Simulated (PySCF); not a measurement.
A side-by-side comparison of computed properties.

First species: C4H5FSi.
InChI=1S/C4H5FSi/c5-4-2-1-3-6-4/h1-3H,6H2

Second species: C11H12O2.
InChI=1S/C11H12O2/c1-2-13-11(12)9-8-10-6-4-3-5-7-10/h3-9H,2H2,1H3/b9-8+

Levels: CAM-B3LYP/def2-SVPD for dipole moment, HOMO energy, LUMO energy, HOMO–LUMO gap, static isotropic polarisability and electronic spatial extent ⟨r²⟩ about the centre of nuclear charge; TDDFT CAM-B3LYP/def2-SVPD for lowest singlet excitation; PBE0-D3(BJ)/def2-SVP for rotational constant A and rotational constant C. Geometries: PBE0-D3(BJ)/def2-SVP. Each species is one conformer at its optimised geometry, gas phase, non-relativistic unless stated; the electronic structure was computed with PySCF and density fitting.

Dipoles, sizes and rotational constants follow the conformer. The torsions of the flexible species, by atom-mapped SMILES:
- `[CH3:1][CH2:2][O:3][C:4](=[O:5])/[CH:6]=[CH:7]/[c:8]1[cH:9][cH:10][cH:11][cH:12][cH:13]1`: C1–C2–O3–C4 -179°, C2–O3–C4–O5 0°, O3–C4–C6–C7 180°, C6–C7–C8–C9 179°

(1) Which has the higher rotational constant C?

(2) Which of the two has the higher dipole moment, and by how much?

(3) Which has the higher static isotropic polarisability?

(4) Which of the two has the higher rotational constant A, and by how much?

(5) Which of the two has the higher HOMO–LUMO gap, and by how much?

(6) Which of the two has the higher ⟨r²⟩, and by how much?

(7) Which has the higher LUMO energy?

(8) Which has the higher S1 energy?

## Answers

(1) The first: 1.817 GHz against 0.251 GHz, a difference of 1.566 GHz.

(2) The second: 2.09 D against 1.56 D, a difference of 0.53 D.

(3) The second: 149.5 au against 70.1 au, a difference of 79.4 au.

(4) The first: 4.823 GHz against 2.846 GHz, a difference of 1.977 GHz.

(5) The first: 7.46 eV against 7.13 eV, a difference of 0.33 eV.

(6) The second: 4202 bohr² against 649 bohr², a difference of 3553 bohr².

(7) The first: -0.53 eV against -0.91 eV, a difference of 0.38 eV.

(8) The second: 4.63 eV against 4.29 eV, a difference of 0.34 eV.

On the first: No computed singlet falls in the visible range (750 to 380 nm, 1.65 to 3.26 eV); S1 lies 1.03 eV above its blue end. The dipole matches unit charges of opposite sign 0.32 Å apart (1 e·Å = 4.8032 D).

On the second: In wavenumbers S1 is 37300 cm⁻¹ (1 eV = 8065.54 cm⁻¹).
